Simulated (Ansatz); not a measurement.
Input for Ansatz (an electronic-structure program): R-CCSD(T)/aug-cc-pVTZ on CH3N (a complex), monomers drawn apart or pushed together.

Ansatz 0.2 input:
```yaml
crystal:
  periodic: [false, false, false]
  atoms:
    - {symbol: C, position_ang: [0.17010812, 0.56811623, -0.69665969]}
    - {symbol: N, position_ang: [0.09934828, 0.34565917, 0.42524776]}
    - {symbol: H, position_ang: [0.23595863, 0.77510770, -1.74111715]}
    - {symbol: H, position_ang: [-0.08537972, -0.23710554, 3.60060400]}
    - {symbol: H, position_ang: [-0.12697100, -0.36845629, 4.33280518]}
basis:
  gaussian:
    orbitals: aug-cc-pVTZ
magnetization: {spin_polarized: false}
correlation: {method: ccsd_t, electrons: outside_noble_gas}
scf: {lower_state_search: off}
```

The log:

```
WARN ansatz: RAYON_NUM_THREADS=1 ignored (pool sized by the plan → 1); use --threads N
Functional definition: HF
these checks for a lower state are left out or cut short: stability, starts, cluster_reference, orbital_swaps, neighbouring_geometries, increment
integrals: 0.43 GiB planned
910 factors; integrals over basis functions are off by at most 1.5e-3 eV
mean field: 0.29 GiB planned
mean field evaluation 1: about -2557.0052 eV, gradient 2.9e1 eV
mean field evaluation 2: about -2557.0092 eV, gradient 2.9e1 eV
mean field evaluation 4: about -2559.0182 eV, gradient 3.0e0 eV
mean field evaluation 8: about -2559.0531 eV, gradient 1.5e-4 eV
mean field -2559.05314987 eV, -94.0434686693 hartree, gradient 1.1e-6 eV, S^2 0.000000; 0 other end points of the search recorded, 0 dependent functions left out
2 core orbitals not correlated
reference -2559.05314987 eV, -94.0434686693 hartree; 6, 6 occupied and 153, 153 virtual orbitals, 910 factors
second order -10.37467666 eV of doubles, -0.00000000 eV of singles
coupled cluster: 1.15 GiB planned
cycle   1  -10.22705647 eV  change    1.5e-1 eV  update   8.4e-2
cycle   2  -10.59519971 eV  change   -3.7e-1 eV  update   2.6e-2
cycle   3  -10.67781815 eV  change   -8.3e-2 eV  update   1.2e-2
cycle   4  -10.67720230 eV  change    6.2e-4 eV  update   2.9e-3
cycle   5  -10.68009799 eV  change   -2.9e-3 eV  update   1.2e-3
cycle   6  -10.68060423 eV  change   -5.1e-4 eV  update   2.8e-4
cycle   7  -10.68061765 eV  change   -1.3e-5 eV  update   7.5e-5
cycle   8  -10.68066700 eV  change   -4.9e-5 eV  update   2.0e-5
cycle   9  -10.68067657 eV  change   -9.6e-6 eV  update   6.0e-6
perturbative correction -0.49719822 eV, -0.0182716975 hartree
Total energy: -2570.23102466 eV, -94.4542479911 hartree
Checks for a lower state left out: stability, starts, cluster_reference, orbital_swaps, neighbouring_geometries, increment
```

Self-consistency was reached.

Cost: around 15 core-seconds (rough).
